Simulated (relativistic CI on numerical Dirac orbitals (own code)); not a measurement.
A reference radial Dirac CI calculation of Pt+ gave the lowest total energy -18399.72960 Ha in 13 SCF steps, from this input:

```
atom Pt  Z=78  charge=1  electrons=77
nucleus A=195  rms_radius_fm=5.4270
hamiltonian dirac-coulomb  breit=on  qed=on  c_scale=1
orbitals kli  potential=per-configuration
slater_scale 1
correlation none
mixing on
grid step=0.0125 r_max=100.6
scf mixing=0.4 start=green max_iterations=150 tolerance=2e-08 node_fill=0.05
configurations
  [Xe] 4f14 5d9
end
```

One setting was then changed, and the output read:

```
SCF 1: [Xe] 4f14 5d9
 iter      energy (Ha)   residual   last orbital (Ha)
    1    -18401.904740   3.23e+00     -2.27583
    2    -18433.193624   6.86e-01     -0.86514
    3    -18434.247100   2.87e-01     -0.64892
    4    -18434.548912   1.38e-01     -0.70996
    5    -18434.516587   7.51e-03     -0.66983
    6    -18434.518445   1.45e-03     -0.67344
    7    -18434.519808   2.16e-03     -0.67313
    8    -18434.518355   1.75e-03     -0.67139
    9    -18434.519040   2.70e-05     -0.67196
   10    -18434.519036   1.41e-05     -0.67198
   11    -18434.519041   4.40e-07     -0.67199
   12    -18434.519041   2.99e-08     -0.67199
   13    -18434.519041   7.62e-10     -0.67199
orbital energies (Ha): 4d5/2 -11.4396  4f5/2 -3.0748  4f7/2 -2.9501  5s -4.1616  5p1/2 -2.8961  5p3/2 -2.3638  5d3/2 -0.7206  5d5/2 -0.6720
configuration averages (Ha): Dirac-Coulomb, Breit, QED
  5d9                         -18434.519041   20.666483   14.144182
levels: no., configuration, term, J, E (cm-1), weight
   1 5d9                    2D   5/2              0.0  1.00
   2 5d9                    2D   3/2          10043.6  1.00
lowest total energy -18399.726680 Ha
end: converged
```

Task: Which setting was changed?
A. node fill of the KLI weights
B. Breit term
C. QED terms
D. start potential

Result: A. The node fill of the KLI weights 0.2.
